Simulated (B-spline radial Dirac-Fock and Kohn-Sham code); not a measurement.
# Relativistic shifts of the levels of Ne⁵⁺

System: neon as Ne⁵⁺, [He] 2s2 2p1.

Both columns are ΔSCF binding energies of the configuration average from an atomic code on a B-spline grid: non-relativistic Hartree-Fock with a point nucleus, and Dirac-Fock with a finite nucleus and the Coulomb interaction alone, averaged over the two j levels with weights 2j+1.

| shell | Hartree-Fock (eV) | Dirac-Fock (eV) | shift (eV) | shift (%) |
| --- | --- | --- | --- | --- |
| 1s | 1048.7 | 1050.0 | +1.26 | +0.12 |
| 2s | 172.0 | 172.3 | +0.25 | +0.15 |
| 2p | 157.8 | 157.9 | +0.03 | +0.02 |

Relativity binds 1s, 2s, 2p more strongly, among those listed most of all 2s in relative terms.

Values without a named source are computed, but for edge energies of neutral atoms, which are taken from tables.
